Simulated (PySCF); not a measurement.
H2BrFO2Sn, SMILES [OH][Sn]([OH])([F])[Br] (PBE0/def2-SVP optimised geometry):

```
7

O     -1.615    -1.830    -1.593
Sn    -0.942    -0.922     0.000
O     -1.783    -1.744     1.569
F     -1.508     0.922     0.000
Br     1.508    -0.922     0.000
H     -2.507    -2.169    -1.441
H     -1.702    -1.192     2.357
```

Method: PBE0/def2-TZVP, def2 effective core potentials past Kr (PySCF).

Task: What are the frontier orbital energies and the dipole moment?

Result: HOMO-2 -9.73 eV, HOMO-1 -9.21 eV, HOMO -9.20 eV, LUMO -2.75 eV, LUMO+1 0.11 eV; dipole moment 1.68 D.

On the same geometry PBE/def2-TZVP, def2 effective core potentials past Kr (PySCF) gives HOMO-2 -7.96 eV, HOMO-1 -7.81 eV, HOMO -7.77 eV, LUMO -3.66 eV, LUMO+1 -0.71 eV; dipole moment 1.65 D.
